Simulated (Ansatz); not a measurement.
Program: Ansatz 0.2.0.

Cl2H3NOZr (`[NH2][Zr]([OH])([Cl])[Cl]`) at its PBE0-D4/def2-TZVP geometry, where that method's forces vanish. The species carries charge 0 and has multiplicity 1. Zr takes the def2 core potential.

```csv
atom,x (Å),y (Å),z (Å)
N1,0.8466,0.5196,-1.1435
Zr2,-0.4899,0.1080,0.2938
O3,0.1636,-1.4425,1.1665
Cl4,-0.6474,1.9602,1.7523
Cl5,-2.6049,-0.2461,-0.6983
H6,0.7849,1.2963,-1.7891
H7,1.6843,-0.0109,-1.3395
H8,0.2628,-2.1846,1.7577
```

(1) For each bond, give half the difference of the two atoms' forces along it (eV/Å; positive pushes the atoms apart) under PBE-D4, r2SCAN-D4, B3LYP-D4, ωB97M-V in def2-TZVPP. (Estimate.)

## Answers

(1) The calculation gave: 
```json
{"bond": "N1–Zr2", "length (Å)": "2.005", "PBE-D4": "0.02", "r2SCAN-D4": "0.08", "B3LYP-D4": "0.13", "ωB97M-V": "-0.01"}
{"bond": "N1–H6", "length (Å)": "1.012", "PBE-D4": "0.20", "r2SCAN-D4": "0.00", "B3LYP-D4": "-0.06", "ωB97M-V": "-0.02"}
{"bond": "N1–H7", "length (Å)": "1.011", "PBE-D4": "0.20", "r2SCAN-D4": "-0.02", "B3LYP-D4": "-0.06", "ωB97M-V": "-0.03"}
{"bond": "Zr2–O3", "length (Å)": "1.895", "PBE-D4": "0.03", "r2SCAN-D4": "0.10", "B3LYP-D4": "0.16", "ωB97M-V": "0.05"}
{"bond": "Zr2–Cl4", "length (Å)": "2.363", "PBE-D4": "0.02", "r2SCAN-D4": "0.03", "B3LYP-D4": "0.12", "ωB97M-V": "0.08"}
{"bond": "Zr2–Cl5", "length (Å)": "2.363", "PBE-D4": "0.02", "r2SCAN-D4": "0.03", "B3LYP-D4": "0.12", "ωB97M-V": "0.08"}
{"bond": "O3–H8", "length (Å)": "0.954", "PBE-D4": "0.30", "r2SCAN-D4": "-0.04", "B3LYP-D4": "-0.11", "ωB97M-V": "-0.08"}
```

B3LYP here is the variant with VWN-RPA as its local correlation; programs differ in this.
